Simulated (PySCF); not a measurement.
Compound: C₇H₉ (doublet state).
Cartesian coordinates in Å at the GFN2-xTB level; atoms count from 1:
```xyz
16
C7H9 angstrom
C      2.6787    0.5536    0.6480
C      1.8958   -0.1213   -0.3745
C      0.7977   -0.7608   -0.5916
C     -0.2812   -1.0796    0.4711
C     -1.4800   -0.3068    0.1651
C     -2.6234   -0.1447   -0.4392
C     -2.1101    1.0472    0.3173
H      2.1692    0.5497    1.6206
H      2.8503    1.5918    0.3616
H      3.6469    0.0655    0.7662
H      0.5329   -1.1280   -1.5746
H     -0.4916   -2.1512    0.4279
H      0.1067   -0.8185    1.4568
H     -3.4251   -0.5066   -1.0333
H     -1.7099    1.8955   -0.2296
H     -2.5646    1.3232    1.2642
```

The hyperfine couplings belong to this conformer and change with its torsions.

The species is `C/[C]=C\CC1=CC1` [radical].

Theory: PySCF 2.14.0, UKS B3LYP, pcH-1 on C H, non-relativistic, mean-field spin-orbit, GIAO. The structure is a single GFN2-xTB conformer in the gas phase; no vibrational or solvent corrections. A GFN2-xTB geometry isn't a minimum of the functional, and hyperfine couplings can be far from their values at a DFT geometry. No stability test was run, so a lower SCF solution isn't excluded.

Problem. Give the principal g shifts and their parts.

Solution. 
| Δg (ppm) | 1 | 2 | 3 |
| --- | --- | --- | --- |
| relativistic mass correction | -152 | -152 | -152 |
| gauge correction | 37 | 0 | -5 |
| orbital Zeeman/spin–orbit | -561 | -8 | 737 |
| total | -675 | -161 | 580 |

So g = 2.00164, 2.00216, 2.00290 and g_iso = 2.00223; the tensor is rhombic: the two nearest values differ by 41 % of g3 − g1. Axes: g1 points within 12° of the C1–C2 bond and g2 points within 11° of the C3–C4 bond.

Problem. What effective moment and Curie constant follow for a powder?

Solution. With the mean of g² = 4.0089 and S(S+1) = 0.75: μ_eff = √(⟨g²⟩S(S+1)) = 1.734 μB and χT = 0.12505·⟨g²⟩·S(S+1) = 0.376 cm³ K/mol (cgs; spin-Hamiltonian part alone).

Problem. How much does each term add to the isotropic shift?

Solution. The mass correction -152, the orbital-Zeeman/spin–orbit term 56 and the gauge correction 11 ppm, for a total of -85 ppm. The mass correction is the largest in size. The mass correction is the same along every axis, so the anisotropy comes from the other two: their spans along these axes are 42 (gauge) and 1298 ppm (orbital Zeeman/spin–orbit).

Problem. At 9.421 GHz, how far is the centre of the isotropic spectrum from where a free electron (g = 2.002319) resonates?

Solution. B = hν/(g μB) with μB/h = 13.99624 MHz/mT gives 336.16 mT for the free electron and 336.18 mT at g_iso, 0.01 mT higher.

Problem. In a frozen sample, at which fields do the three g values resonate at 9.5, 34, 94 and 263 GHz (hyperfine left aside), and which band first spreads them over more than twice a line width of 0.5 mT?

Solution. 
```
band    GHz  B(g3) mT  B(g2) mT  B(g1) mT  spread mT
   X    9.5    338.89    339.01    339.10       0.21
   Q   34.0   1212.85   1213.30   1213.61       0.76
   W   94.0   3353.18   3354.42   3355.29       2.10
   J  263.0   9381.77   9385.25   9387.66       5.88
```

The spread grows in proportion to the frequency. W band is the first where it exceeds 1.0 mT.

The Mulliken spin populations are largest on C2 (+0.98), C3 (-0.16), C4 (+0.09) and H8 (+0.07). C2 is the only atom above +0.15. The positive populations add up to 1.23 and the negative ones to -0.23, together 2S = 1.

The HOMO–LUMO gaps are 5.63 eV among the α and 4.67 eV among the β orbitals.

The run took 54 s of wall time (with the writing of density and orbital grids) on an Arm Neoverse V2 with one thread, shared host with 32 logical CPUs at a one-minute load of 21, and the process peaked at 1.0 GiB of memory.
